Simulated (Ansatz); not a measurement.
`N=[CH][Al]([SH])[Cl]` + `C[SiH2]O[SiH3]` → `[SiH3][O][Al]([SH])[Cl]` + `C[SiH2]C=N`  (redistribution)

Calculated with Ansatz (gas phase, PBE0-D4/def2-TZVP geometries, no zero-point term in ΔE). CBS: MP2 limit from def2 TZ/QZ plus the TZ coupled-cluster correction, frozen cores. This one scheme is used for every species. DFT in def2-TZVPP. HSE06 is defined as in plane-wave codes. Each species was taken in one conformer, which may not be the lowest.

| level | ΔE (kJ/mol) |
| --- | --- |
| PBE-D4 | -41.1 |
| ωB97M-V | -41.8 |
| PBE | -41.7 |
| HSE06 | -43.1 |

Problem. What does CCSD(T)/CBS give? (Estimate.)

Solution. Ansatz gave: -43.8 kJ/mol. The listed levels differ from it by 2.7, 2.0, 2.1, 0.7 kJ/mol.

Largest T1 diagnostic among the species: 0.012.

Leaving LDA and LC-ωPBE aside and taking each functional with its dispersion term where it has one, the values, not all of them listed here, spread over 4.4 kJ/mol, from r2SCAN0-D4 to BLYP-D4. At CCSD(T), def2-SVP lies −10.0 kJ/mol from the extrapolated value and def2-TZVPP −0.5 kJ/mol.
